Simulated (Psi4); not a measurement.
C$_{2}$H$_{6}$OSi (SMILES C=C[SiH2]O), singlet, at a GFN2-xTB geometry; Psi4 with PBE/6-31G, TDA.

The Psi4 input:
```
memory 2 GB

molecule mol {
0 1
Si    0.562075   -0.189384   -0.690142
O     1.180600   -1.008418    0.572141
C    -0.987410    0.774664   -0.214630
C    -1.580636    0.725020    0.968122
H     0.270557   -1.271422   -1.621105
H     1.545949    0.768875   -1.208775
H     1.375069   -0.578976    1.400430
H    -1.424131    1.409612   -0.975774
H    -1.200185    0.105682    1.766227
H    -2.472831    1.286847    1.202909
symmetry c1
}

set {
  basis 6-31g
  reference rks
  puream true
  save_jk true
  tdscf_states [5]
  tdscf_tda true
  d_convergence 1e-8
}

energy('td-pbe')
print_variables()
```

Output, abridged:

```
   => Loading Basis Set <=

    Name: 6-31G
    Role: ORBITAL
    Keyword: BASIS

         ---------------------------------------------------------
                                   SCF
               by Justin Turney, Rob Parrish, Andy Simmonett
                          and Daniel G. A. Smith
                              RKS Reference
         ---------------------------------------------------------

  ==> Geometry <==

    Molecular point group: c1
    Full point group: C1

    Geometry (in Angstrom), charge = 0, multiplicity = 1:

       Center              X                  Y                   Z               Mass
    ------------   -----------------  -----------------  -----------------  -----------------
         SI           0.536788285837    -0.166448578555    -0.682759051054    27.976926534650
         O            1.155313285837    -0.985482578555     0.579523948946    15.994914619570
         C           -1.012696714163     0.797599421445    -0.207247051054    12.000000000000
         C           -1.605922714163     0.747955421445     0.975504948946    12.000000000000
         H            0.245270285837    -1.248486578555    -1.613722051054     1.007825032230
         H            1.520662285837     0.791810421445    -1.201392051054     1.007825032230
         H            1.349782285837    -0.556040578555     1.407812948946     1.007825032230
         H           -1.449417714163     1.432547421445    -0.968391051054     1.007825032230
         H           -1.225471714163     0.128617421445     1.773609948946     1.007825032230
         H           -2.498117714163     1.309782421445     1.210291948946     1.007825032230

  Running in c1 symmetry.

  Rotational constants: A =      0.38430  B =      0.13442  C =      0.10383 [cm^-1]
  Rotational constants: A =  11521.11005  B =   4029.82957  C =   3112.85700 [MHz]
  Nuclear repulsion =  160.249356633952090

  Charge       = 0
  Multiplicity = 1
  Electrons    = 40
  Nalpha       = 20
  Nbeta        = 20

  ==> Algorithm <==

  SCF Algorithm Type is DF.
  DIIS enabled.
  MOM disabled.
  Fractional occupation disabled.
  Guess Type is SAD.
  Energy threshold   = 1.00e-06
  Density threshold  = 1.00e-08
  Integral threshold = 1.00e-12

  ==> Primary Basis <==

  Basis Set: 6-31G
    Blend: 6-31G
    Number of shells: 34
    Number of basis functions: 52
    Number of Cartesian functions: 52
    Spherical Harmonics?: true
    Max angular momentum: 1

  ==> DFT Potential <==

   => LibXC <=

    Version 7.1.2
    S. Lehtola, C. Steigemann, M. J. T. Oliveira, and M. A. L. Marques,  SoftwareX 7, 1–5 (2018) (10.1016/j.softx.2017.11.002)

   => Composite Functional: PBE <=

    PBE GGA Exchange-Correlation Functional

    J.P. Perdew et. al., Phys. Rev. Lett., 77(18), 3865-3868, 1996

    Deriv               =              1
    GGA                 =           TRUE
    Meta                =          FALSE

    Exchange Hybrid     =          FALSE
    MP2 Hybrid          =          FALSE

   => Exchange Functionals <=

    1.0000     XC_GGA_X_PBE

   => Correlation Functionals <=

    1.0000     XC_GGA_C_PBE

   => LibXC Density Thresholds  <==

    XC_GGA_C_PBE:  1.00E-12
    XC_GGA_X_PBE:  1.00E-15

   => Molecular Quadrature <=

    Radial Scheme          =       TREUTLER
    Pruning Scheme         =           NONE
    Nuclear Scheme         =       TREUTLER

    Blocking Scheme        =         OCTREE
    BS radius alpha        =              1
    Pruning alpha          =              1
    Radial Points          =             75
    Spherical Points       =            302
    Total Points           =         215714
    Total Blocks           =           1642
    Max Points             =            256
    Max Functions          =             51
    Weights Tolerance      =       1.00E-15

   => Loading Basis Set <=

    Name: (6-31G AUX)
    Role: JKFIT
    Keyword: DF_BASIS_SCF

  ==> Integral Setup <==

[...]
  @DF-RKS Final Energy:  -444.08615857759395
    Total Energy =                       -444.0861585775939488
[...]
  DavidsonSolver iter   1:   2.71649e-01  4.93841e-02     20
  DavidsonSolver iter   2:   2.44485e-03  8.50036e-03     25
  DavidsonSolver iter   3:   8.87170e-05  8.79598e-04     30
  DavidsonSolver iter   4:   1.42610e-06  9.56279e-05     35
  DavidsonSolver iter   5:   1.41247e-08  6.49526e-06     40
  DavidsonSolver iter   6:   6.78069e-11  4.57041e-07     45      Converged

******************************************************************************************
**********                               WARNING                                **********
**********  Length-gauge rotatory strengths are **NOT** gauge-origin invariant  **********
******************************************************************************************

                                    Excitation Energy         Total Energy        Oscillator Strength             Rotatory Strength
     #   Sym: GS->ES (Trans)        au              eV              au          au (length)    au (velocity)    au (length)    au (velocity)
    ---- -------------------- --------------- --------------- --------------- --------------- --------------- --------------- ---------------
     1        A->A (1 A)       0.21388         5.81993        -443.87228       0.0135          0.0015         -0.0410         -0.0115
     2        A->A (1 A)       0.23345         6.35259        -443.85271       0.0186          0.0012          0.0423          0.0116
     3        A->A (1 A)       0.24282         6.60740        -443.84334       0.0098          0.0050         -0.0553         -0.0299
     4        A->A (1 A)       0.25162         6.84696        -443.83454       0.0011          0.0105         -0.0011          0.0204
     5        A->A (1 A)       0.26911         7.32297        -443.81704       0.0185          0.0233          0.1155          0.0609

Contributing excitations
Only contributions with abs(coeff) > 1.00e-01 will be printed:

Excited State    1 (1 A):   0.21388 au   213.03 nm f = 0.0135
  Sums of squares: Xssq =  1.000000e+00
     18a  ->  21a    -0.119768 ( 1.434%)
     19a  ->  21a     0.560621 (31.430%)
     20a  ->  21a    -0.813645 (66.202%)

Excited State    2 (1 A):   0.23345 au   195.17 nm f = 0.0186
  Sums of squares: Xssq =  1.000000e+00
     18a  ->  21a     0.922089 (85.025%)
     19a  ->  21a     0.345920 (11.966%)
     20a  ->  21a     0.103870 ( 1.079%)

Excited State    3 (1 A):   0.24282 au   187.64 nm f = 0.0098
  Sums of squares: Xssq =  1.000000e+00
     18a  ->  21a     0.127264 ( 1.620%)
     19a  ->  21a    -0.187005 ( 3.497%)
     19a  ->  22a     0.370531 (13.729%)
     20a  ->  21a    -0.141693 ( 2.008%)
     20a  ->  22a     0.886147 (78.526%)

Excited State    4 (1 A):   0.25162 au   181.08 nm f = 0.0011
  Sums of squares: Xssq =  1.000000e+00
     19a  ->  22a    -0.899301 (80.874%)
     20a  ->  22a     0.412550 (17.020%)

Excited State    5 (1 A):   0.26911 au   169.31 nm f = 0.0185
  Sums of squares: Xssq =  1.000000e+00
     17a  ->  21a     0.132973 ( 1.768%)
     18a  ->  21a    -0.112677 ( 1.270%)
     18a  ->  22a     0.953766 (90.967%)
     19a  ->  21a     0.129920 ( 1.688%)

******************************************************************************************
**********                               WARNING                                **********
**********       The names of excited state variables changed between 1.5       **********
**********     and 1.6. For a quick solution, remove the symmetry specifier     **********
**********   from the variable name. For full details, see 'Notes on Psivars'   **********
**********                        in the documentation.                         **********
******************************************************************************************

  Variable Map:
  ----------------------------------------------------------------------------
[...]
  Array Variable Map:
  ----------------------------------------------------------------------------
[...]
[...]
```
